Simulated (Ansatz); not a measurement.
Spectroscopic constants of PtC, multiplicity 3 (an upper state: multiplicity 1 came lower at CCSD(T)/def2-TZVPP on PBE0 minima). No spin–orbit coupling. The T1 diagnostic near the minimum is 0.046, so single-reference values are doubtful.

The constants come from a fifth-degree fit in 1/R (seven points, main isotopes). Runs in def2 and cc sets follow the lowest solution found near the PBE0 minimum.

Run with Ansatz (Gaussian basis) for Hartree–Fock, density functionals and correlated methods. Values without a source in brackets are computed. In def2 rows elements past Kr take small-core potentials, without spin–orbit coupling.

Energies at wB97X-V/def2-TZVPP:

| R (Å) | E (hartree) |
|---|---|
| 1.598383 | -157.21803235 |
| 1.641351 | -157.22518860 |
| 1.680881 | -157.22855782 |
| 1.725567 | -157.22942044 |
| 1.770252 | -157.22783354 |
| 1.821813 | -157.22370667 |
| 1.881967 | -157.21667060 |

### Question
With a reduced mass of 11.3042 u, find the minimum, the force constant and the constants.

### Answer
A fifth-degree polynomial in 1/R puts the minimum at r_e = 1.7172 Å with force constant 559 N/m. Then ω_e = (1/2πc)√(k/μ) = 916 cm⁻¹ and B_e = h/(8π²cμr_e²) = 0.5057 cm⁻¹; the cubic and quartic terms give α_e = 0.0039 and ω_e x_e = 5.4 cm⁻¹.

Ansatz is an electronic-structure program.
